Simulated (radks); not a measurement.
The sulfur ion S6+, 10 electrons, occupied as [Ne].

All-electron calculation, scalar-relativistic Kohn-Sham, RPBE, spin-polarised, spherical densities, finite nucleus; Fermi nuclear charge, rms radius 3.2611 fm. Program: a radial shooting solver on a logarithmic mesh with Libxc functionals.

Energy parts (eV):
part                      energy
total                 -10586.408
kinetic                10631.303
electron-nucleus      -24152.395
Hartree                 3564.594
exchange-correlation    -629.910

Orbitals (lengths in bohr, moments of r in powers of bohr; r(max) is where P^2 peaks):
| orbital | occ. | eigenvalue (eV) | r(max) | <1/r> |
|---|---|---|---|---|
| 1s | 2 | -2513.412 | 0.06326 | 15.67 |
| 2s | 2 | -313.0237 | 0.3866 | 3.094 |
| 2p | 6 | -258.1142 | 0.3239 | 2.991 |
| 3s | 0 | -95.4275 | 1.227 | 1.047 |

The highest occupied level is 2p at -258.11 eV. Summed over all electrons, <r^2> = 1.974 bohr^2, which gives a Langevin (diamagnetic) susceptibility term of -1.56 x 10^-6 cm^3/mol.
